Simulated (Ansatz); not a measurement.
Consider the ligand exchange at a Zr–S bond: `[F][Zr]([F])([F])[SH]` + H₂Se → `[F][Zr]([F])([F])[SeH]` + H₂S.

Calculated with Ansatz (gas phase, PBE0-D4/def2-TZVP geometries, no zero-point term in ΔE). CBS: MP2 limit from def2 TZ/QZ plus the TZ coupled-cluster correction, frozen cores. This one scheme is used for every species. Functionals use def2-TZVPP. HSE06 is defined as in plane-wave codes. def2 core potentials past Kr. For Se, Zr outer-core shells are correlated without core-valence functions, which leaves a few kJ/mol of doubt a bond. Scalar relativity is left out up to krypton. Each species was taken in one conformer, which may not be the lowest.

```json
{"level": "r2SCANh-D4", "ΔE (kcal/mol)": "-1.5"}
{"level": "ωB97X-V", "ΔE (kcal/mol)": "-1.3"}
{"level": "BLYP", "ΔE (kcal/mol)": "-1.0"}
{"level": "r2SCANh", "ΔE (kcal/mol)": "-1.5"}
{"level": "HSE06", "ΔE (kcal/mol)": "-1.5"}
{"level": "LC-ωPBE", "ΔE (kcal/mol)": "-1.2"}
{"level": "MP2/def2-TZVPP", "ΔE (kcal/mol)": "-2.3"}
{"level": "SCS-MP2/def2-QZVPP", "ΔE (kcal/mol)": "-2.1"}
```

Problem. What does CCSD(T)/CBS give? (Estimate.)

Solution. Computed: -2.1 kcal/mol. The listed levels differ from it by 0.6, 0.8, 1.1, 0.6, 0.6, 0.9, -0.2, 0.0 kcal/mol.

Problem. What do rigid-rotor, harmonic-oscillator terms from PBE0-D4/def2-TZVP frequencies (298.15 K, 1 bar) make of the CCSD(T)/CBS value? (Estimate.)

Solution. Computed: ΔZPE = +0.3 kcal/mol, ΔH = -1.7 kcal/mol, ΔS = -2 J/(mol·K), ΔG = -1.5 kcal/mol. Modes under 50 cm⁻¹ make the entropy rough.

Largest T1 diagnostic among the species: 0.018.

Leaving LDA and LC-ωPBE aside and taking each functional with its dispersion term where it has one, the values, not all of them listed here, spread over 1.9 kcal/mol, from PBE-QIDH to B97M-V. At CCSD(T), def2-SVP lies +0.9 kcal/mol from the extrapolated value and def2-TZVPP +0.1 kcal/mol.
